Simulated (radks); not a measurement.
Values are calculated unless marked as measured or tabulated.
Removal energies from the zirconium ion Zr2+, [Kr] 4d(3/2: 2, 5/2: 0), by Delta-SCF beside the eigenvalue of the level emptied. Level of theory: Dirac Kohn-Sham, relativistic LDA (MacDonald-Vosko exchange, VWN5 correlation), spin-unpolarised, spherical densities, finite nucleus; Fermi nuclear charge, rms radius of each element as measured or else 0.836 A^(1/3) + 0.57 fm (a radial shooting solver on a logarithmic mesh with Libxc functionals). Sub-shells are occupied by j as written (lower j first in brackets).

| removed from | final configuration | Delta-SCF (eV) | -eigenvalue (eV) |
|---|---|---|---|
| 4d3/2 | [Kr] 4d(3/2: 1, 5/2: 0) | 22.910 | 17.580 |
| 4p3/2 | [Ar] 3d10 4s2 4p(1/2: 2, 3/2: 3) 4d(3/2: 2, 5/2: 0) | 53.322 | 46.385 |
| 4p1/2 | [Ar] 3d10 4s2 4p(1/2: 1, 3/2: 4) 4d(3/2: 2, 5/2: 0) | 55.234 | 48.190 |
| 4s1/2 | [Ar] 3d10 4s1 4p6 4d(3/2: 2, 5/2: 0) | 76.432 | 68.892 |
